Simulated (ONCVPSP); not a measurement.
## Building the ONCV potential for V (PBEsol, scalar-relativistic).

```json
{
 "Element": "vanadium (V)",
 "Generator": "ONCVPSP 4.0.1",
 "Type": "optimised norm-conserving Vanderbilt (ONCV)",
 "Functional": "PBEsol",
 "Relativity": "scalar-relativistic",
 "Frozen core": "[Ne] 3s2",
 "Valence charge": "11",
 "Reference configuration": "3p6 3d2 (charge +3)",
 "Partial waves": "s scattering state at 0.14 Ha: rc 2.05 bohr, ncon 4, nbas 7, qcut 2.9 1/bohr, 3 projectors, debl 3.1 Ha; 3p: rc 1.40 bohr, ncon 3, nbas 6, qcut 11.8 1/bohr, 3 projectors, debl 2.5 Ha; 3d: rc 2.10 bohr, ncon 4, nbas 8, qcut 8.2 1/bohr, 3 projectors, debl 2.3 Ha",
 "Local potential": "polynomial inside 1.10 bohr (lpopt 5, dvloc0 6 Ha)",
 "Core correction": "none"
}
```

In the s channel the program set the typed energies aside and used 0.050, 3.150, 6.250 Ha. In the p channel the program set the typed energies aside and used -2.836, 0.250, 2.750 Ha.

All-electron outer shells of the reference configuration (PBEsol, scalar-relativistic, ld1.x):

| shell | level (eV) | outermost node (bohr) | outermost maximum (bohr) |
| --- | --- | --- | --- |
| 3p | -77.16 | 0.35 | 0.84 |
| 3d | -36.91 | – | 0.85 |

Problem. Does the generator finish with these settings?

Solution. Yes, a potential is produced and its reference levels are reproduced.

Problem. Estimate the cutoffs (Ha) at which the residual kinetic energy of the hardest occupied pseudo-wave falls to 1 and 0.1 mHa per electron.

Solution. 24 Ha and 28 Ha.

Problem. What does a ghost test show?

Solution. No bound ghost flagged but for a GHOST(-) flag that falls on a real empty level of the atom; GHOST(+) flagged for s at 163.5 eV.

Its largest configuration-test error is +170 meV (3p6 3d3). 3 of 4 tests not solved or not reliable.
